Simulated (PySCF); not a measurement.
Positional isomers: phenanthrene mercapto. All species are isolated molecules in the gas phase. One relaxed conformer stands for each flexible species; it need not be the lowest. Strings in code marks are SMILES.

The T1 excitation (TDA) from two functionals at the same geometries (PBE0-D4/def2-SVP), both in PySCF: PBE-D3(BJ)/def2-SVP and PBE0-D4/def2-SVP. Excitations are Tamm–Dancoff values on a coarser integration grid. The basis has no diffuse functions, so Rydberg states are missing or too high.

```tsv
species	PBE-D3(BJ)/def2-SVP (eV)
`c12c3c(cccc3)c(S)cc1cccc2` (H–S–C–C torsion 128°)	2.82
`Sc1ccc2c(ccc3ccccc32)c1` (H–S–C–C torsion 0°)	2.92
`Sc1ccc2ccc3ccccc3c2c1` (H–S–C–C torsion 180°)	2.80
`c1(c2c(ccc1)c1ccccc1cc2)S` (H–S–C–C torsion 127°)	2.83
```

**Question.** What does PBE0-D4/def2-SVP give for each?

**Answer.** 
- `c12c3c(cccc3)c(S)cc1cccc2` (H–S–C–C torsion 128°): 2.93
- `Sc1ccc2c(ccc3ccccc32)c1` (H–S–C–C torsion 0°): 2.99
- `Sc1ccc2ccc3ccccc3c2c1` (H–S–C–C torsion 180°): 2.93
- `c1(c2c(ccc1)c1ccccc1cc2)S` (H–S–C–C torsion 127°): 2.93
Over these rows, drawn at random from the members with no instability flagged (it was tested for open shells, ions and some series alone), PBE minus PBE0-D4: mean -0.10 eV, from -0.13 eV to -0.07 eV.
